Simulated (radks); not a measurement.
The numbers below are computed, except where a source is named.
Isoelectronic series with 4 electrons, all held in the configuration [He] 2s2, which need not be the ground one along the series. Code: a radial shooting solver on a logarithmic mesh with Libxc functionals. Model: Dirac Kohn-Sham, PBE, spin-unpolarised, spherical densities, finite nucleus; Fermi nuclear charge, rms radius of each element as measured or else 0.836 A^(1/3) + 0.57 fm. Total energies (hartree) and orbital eigenvalues (hartree):

ion,E (hartree),2s1/2,1s1/2
Be,-14.63287,-0.20615,-3.90322
N3+,-51.16299,-2.50351,-16.56754
Ne6+,-110.28849,-7.07283,-38.28564
Al9+,-192.09176,-13.91065,-69.06905
S12+,-296.69853,-23.02881,-108.9605
Ti18+,-575.01220,-48.18046,-216.3176
Mn21+,-749.15954,-64.26288,-283.9452
Ni24+,-946.99453,-82.72367,-361.0058
Ga27+,-1168.84014,-103.5996,-447.6193
Se30+,-1415.06642,-126.9329,-543.9235
Rb33+,-1686.09219,-152.7716,-650.0745
Zr36+,-1982.38773,-181.1699,-766.2476
Tc39+,-2304.47835,-212.1887,-892.6386
Pd42+,-2652.95398,-245.8964,-1029.468
In45+,-3028.47154,-282.3692,-1176.980
Te48+,-3431.75572,-321.6920,-1335.446
Cs51+,-3863.6248,-363.9602,-1505.171
Ce54+,-4324.9739,-409.2790,-1686.487
Pm57+,-4816.8019,-457.7661,-1879.768
Gd60+,-5340.1904,-509.5511,-2085.414
Ho63+,-5896.4449,-564.7845,-2303.914
Yb66+,-6486.8829,-623.6266,-2535.753

Estimate the row of K15+.

Answer. E (hartree) -424.27179; 2s1/2 -34.44471; 1s1/2 -158.0189.
